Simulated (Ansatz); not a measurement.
Consider the redistribution: `[AlH2][NH][SiH2]Cl` + `[CH3][AlH][O][SiH2]C` → `C[SiH2]O[SiH2]Cl` + `[CH3][AlH][NH][AlH2]`.

Isolated molecules relaxed with PBE0-D4/def2-TZVP in Ansatz; ΔE leaves out vibrations. CCSD(T)/CBS is the MP2 limit (def2-TZVPP, def2-QZVPP) plus CCSD(T) − MP2 in def2-TZVPP, frozen cores. Functionals use def2-TZVPP. B3LYP here is the variant with VWN-RPA as its local correlation; programs differ in this. Each species was taken in one conformer, which may not be the lowest.

```tsv
species	B3LYP energy (Eh)
`[AlH2][NH][SiH2]Cl`	-1050.10477
`[CH3][AlH][O][SiH2]C`	-689.02931
`C[SiH2]O[SiH2]Cl`	-1157.02817
`[CH3][AlH][NH][AlH2]`	-582.09994
```

(1) Work out ΔE.

Largest T1 diagnostic among the species: 0.011.

Results:

(1) ΔE = (-1157.02817) + (-582.09994) − (-1050.10477) − (-689.02931) = 0.00597 Eh = +15.7 kJ/mol. CCSD(T)/CBS gives +13.0 kJ/mol.
